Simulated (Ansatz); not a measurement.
```xyz
4

B     0.0320    0.0307    0.1005
H     1.1998    0.0806    0.0324
H    -0.6147    0.9734   -0.1062
H    -0.6807   -0.9570    0.0208
```

Basis set: 6-31G (spherical functions). Frozen core: 1 orbital. Charge 0, multiplicity 1.

Computed with Ansatz (development build ahead of 0.2.0); each method stands on the lowest determinant of its kind that the runs found. Restricted open shells among the atoms or ions are ROHF, correlated in semicanonical orbitals with singles.

The atomization energy at this shape (free ground-state atoms in the same class of orbitals less the molecule, no zero-point energy) of singlet BH₃:

| method | atomization energy |
| --- | --- |
| RHF-MP2 | 1018.2 kJ/mol |

Q: What does RHF give?

A: 934.1 kJ/mol.

This basis has no polarisation functions and is too small for such energies, which can lie far from measured ones in either direction.
